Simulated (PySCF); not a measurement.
## Removing an electron from `CC(=O)[SiH2]S`

C2H6OSSi.
Geometry (PBE0-D3(BJ)/def2-SVP, Å), atoms numbered from 1 in this order:
```xyz
11
C2H6OSSi angstrom
C     -1.605   -0.244   -0.269
C     -0.255   -0.441    0.358
O     -0.090   -1.158    1.321
Si     1.291    0.492   -0.390
S      2.923   -0.330    0.696
H     -1.849    0.829   -0.318
H     -1.581   -0.612   -1.308
H     -2.375   -0.784    0.301
H      1.368    0.244   -1.861
H      1.088    1.960   -0.187
H      1.999   -0.992    1.454
```

Level: CAM-B3LYP/def2-SVPD (PySCF). Frontier orbitals with their largest atomic shares (Löwdin; up to four atoms above 4 %):

```csv
orbital,ε (eV),main atoms
HOMO−3,-11.72,"Si4 34 %, H9 23 %, H10 15 %, O3 10 %"
HOMO−2,-10.80,"S5 64 %, Si4 15 %, O3 6 %"
HOMO−1,-8.87,"O3 38 %, S5 18 %, C2 14 %, Si4 13 %"
HOMO,-8.71,?
LUMO,-0.34,"C2 38 %, O3 32 %, Si4 11 %, C1 7 %"
LUMO+1,0.73,"Si4 26 %, S5 23 %, H10 11 %, H9 11 %"
LUMO+2,0.98,"Si4 29 %, S5 24 %, C1 10 %, C2 9 %"
```

Problem. What vertical ionisation energy does ΔSCF give, and how far is −ε(HOMO) from it?

Solution. ΔSCF: 9.54 eV (921 kJ/mol; threshold wavelength 130 nm); ⟨S²⟩ of the doublet left behind is 0.762, against 0.75 for a pure doublet. −ε(HOMO) is 8.71 eV, 0.83 eV below it. For the exact functional −ε(HOMO) would equal the first vertical ionisation energy; CAM-B3LYP (range-separated hybrid) falls short of its own ΔSCF value by 9 %. Holes in the HOMO−1 and HOMO−2 were tried too where these lie within 1.2 eV of the HOMO; the lowest converged state counts.

Problem. On which atoms does the HOMO lie?

Solution. S5 (sulfur bonded to Si and H) 60 %, Si4 (SiH2 silicon) 12 %, O3 (carbonyl oxygen) 10 %, H11 (S–H hydrogen) 5 %, so more than half of it is on one atom. The HOMO−1 lies 0.16 eV lower.

Problem. And the vertical electron affinity, the fundamental gap, Mulliken's electronegativity and the hardness (with the factor ½)?

Solution. EA = -0.31 eV by ΔSCF (−ε(LUMO) = 0.34 eV); a negative value means that the added electron isn't bound at this geometry and level, and the number then depends on the basis. IE − EA = 9.85 eV against an orbital gap of 8.37 eV; (IE + EA)/2 = 4.61 eV; (IE − EA)/2 = 4.92 eV. Parr's electrophilicity index (IE + EA)²/[8(IE − EA)] is 1.08 eV.

Problem. With α = 76.4 au, estimate the like-pair dispersion coefficient by London's formula C6 = (3/4)α²I.

Solution. I = 0.3507 Eh, so C6 ≈ 1540 au; the Casimir–Polder integral at the same level gives 2150 au, 1.40 times as much.

Problem. The lowest singlet excitation (vertical TDDFT, same level) lies at 3.76 eV. How far is it below IE − EA?

Solution. IE − EA = 9.85 eV, so by 6.09 eV.

Isolated species at its PBE0-D3(BJ)/def2-SVP geometry (one conformer only).

These values come from a run that also computed excited states and ΔSCF ions. On one thread, Arm Neoverse N1 (aarch64), no GPU, on a shared host, this took 2.8 min of wall time (grids of density and orbitals included) and 0.77 GiB of memory at its peak.
